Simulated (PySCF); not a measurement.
## `InChI=1S/C9H10N2/c1-11(2)9-5-3-8(7-10)4-6-9/h3-6H,1-2H3`

Geometry (Å), atoms numbered from 1 in this order:
```xyz
21

C    -2.4813    0.9085   -1.0563
N    -1.7004    0.4005    0.0419
C    -2.3471    0.0435    1.2781
C    -0.3466    0.2556   -0.0896
C     0.4470   -0.2414    0.9725
C     1.8163   -0.3859    0.8346
C     2.4635   -0.0445   -0.3632
C     3.8762   -0.1948   -0.5021
N     5.0251   -0.3171   -0.6149
C     1.6855    0.4489   -1.4222
C     0.3157    0.5968   -1.2936
H    -3.5362    0.9540   -0.7605
H    -2.4106    0.2636   -1.9504
H    -2.1710    1.9270   -1.3507
H    -3.4242    0.2289    1.1906
H    -1.9721    0.6382    2.1302
H    -2.2091   -1.0241    1.5264
H    -0.0127   -0.5188    1.9200
H     2.4038   -0.7715    1.6701
H     2.1702    0.7199   -2.3622
H    -0.2480    0.9832   -2.1416
```

The calculation used TDDFT CAM-B3LYP/def2-SVPD excited states, vertical, gas phase in PySCF 2.14.0. Geometry: PBE0-D3(BJ)/def2-SVP.

Singlets 5 and 6 lie within 0.01 eV of each other, so their separate moments and overlaps can depend on how they mix.

**Question.** How strongly do the lowest singlets absorb one photon, and two photons of half the energy?

**Answer.** δ for parallel linear polarisation; σ at the peak of a Lorentzian of half width 0.1 eV, single beam; Ω is circular over linear.
| state | E (eV) | f | photon λ (nm) | δ (au) | σ (GM) | Ω | main |
| --- | --- | --- | --- | --- | --- | --- | --- |
| S1 | 4.66 | 0.031 | 532 | <0.1 | 0.00 | – | HOMO→LUMO+1 0.88, HOMO−1→LUMO 0.11 |
| S2 | 4.91 | 0.560 | 505 | 627 | 5.53 | 0.85 | HOMO→LUMO 0.94 |
| S3 | 5.55 | 0.028 | 447 | 52.3 | 0.59 | 1.50 | HOMO→LUMO+2 0.92 |
| S4 | 6.29 | 0.161 | 394 | 3.02 | 0.04 | 1.50 | HOMO−1→LUMO 0.78, HOMO→LUMO+1 0.11 |
| S5 | 6.42 | 0.000 | 386 | 133 | 2.01 | 1.50 | HOMO→LUMO+3 0.83, HOMO→LUMO+8 0.09 |
| S6 | 6.42 | 0.000 | 386 | 33.8 | 0.51 | 1.50 | HOMO→LUMO+4 0.91 |

Among these, the strongest one-photon state is S2, the strongest two-photon state S2, with a dipole change of 3.0 D (relaxed, norm of the difference vector).
